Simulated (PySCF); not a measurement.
**Electron correlation in P³⁺ (phosphorus, charge +3)**

[Ne] 3s2, closed-shell 1S. All numbers are calculated (PySCF 2.14, scalar relativity by spin-free X2C-1e, in aug-cc-pVQZ-DK (7s6p4d3f2g, 84 functions)). Frozen: [Ne]; 2 electrons correlated.

With two correlated electrons CCSD is exact within the correlated space (frozen core and kept virtual orbitals).

```json
{"level": "CCSD", "correlation energy (mhartree)": "-50.09"}
```

Diagnostics: T1 = 0.0048, D1 = 0.0068, largest double amplitude 0.113.

Cost of the coupled-cluster step: about 2.3 core-seconds, for 2 correlated electrons.

Iterations:

```
CC2 = 0
CCSD nocc = 1, nmo = 79
frozen orbitals [0, 1, 2, 3, 4]
max_cycle = 100
direct = 0
conv_tol = 1e-08
conv_tol_normt = 1e-06
diis_space = 8
diis_start_cycle = 0
Init t2, MP2 energy = -339.416364224769  E_corr(MP2) -0.0367615870689544
Init E_corr(CCSD) = -0.0367615870691251
cycle = 1  E_corr(CCSD) = -0.0445117674635403  dE = -0.00775018039  norm(t1,t2) = 0.0429427
cycle = 2  E_corr(CCSD) = -0.0476769666132443  dE = -0.00316519915  norm(t1,t2) = 0.0189741
cycle = 3  E_corr(CCSD) = -0.0501001169321493  dE = -0.00242315032  norm(t1,t2) = 0.00856798
cycle = 4  E_corr(CCSD) = -0.0500884975799109  dE = 1.16193522e-05  norm(t1,t2) = 0.000348288
cycle = 5  E_corr(CCSD) = -0.0500938309738047  dE = -5.33339389e-06  norm(t1,t2) = 1.8976e-05
cycle = 6  E_corr(CCSD) = -0.0500929209845607  dE = 9.09989244e-07  norm(t1,t2) = 3.29454e-06
cycle = 7  E_corr(CCSD) = -0.0500928871738408  dE = 3.38107198e-08  norm(t1,t2) = 1.88218e-07
cycle = 8  E_corr(CCSD) = -0.050092895091385  dE = -7.91754418e-09  norm(t1,t2) = 6.03548e-08
CCSD converged
E(CCSD) = -339.4296955327916  E_corr = -0.05009289509138501
```
